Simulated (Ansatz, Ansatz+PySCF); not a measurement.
```yaml
atoms:
  - { symbol: N, position_ang: [0.0000, 0.0000, 0.0000] }
  - { symbol: O, position_ang: [0.0000, 0.0000, 1.4400] }
```

Basis set: def2-SVP (spherical functions). Frozen core: 2 orbitals. Correlation on ROHF uses semicanonical orbitals with singles. Charge 0, multiplicity 2.

Computed with Ansatz (development build ahead of 0.2.0); each method stands on the lowest determinant of its kind that the runs found.

Q: Give the atomization energy at this shape (free ground-state atoms in the same class of orbitals less the molecule, no zero-point energy) of doublet NO by ROHF-MP2, UHF-MP2, ROHF, UHF.

A:

```tsv
method	atomization energy
ROHF-MP2	4.20 eV
UHF-MP2	2.62 eV
ROHF	-1.40 eV
UHF	0.46 eV
```

Caution for ROHF-MP2, ROHF: an unrestricted determinant lies well below. Caution for ROHF-MP2, UHF-MP2: bonds are stretched, where a single reference can fail; forces differ strongly between restricted and unrestricted references. Caution for ROHF-MP2: other determinants can give a lower correlated total. Caution for UHF-MP2, UHF: the unrestricted determinant is a mixture of spin states. Caution for ROHF: the molecule lies well above its atoms at this level.
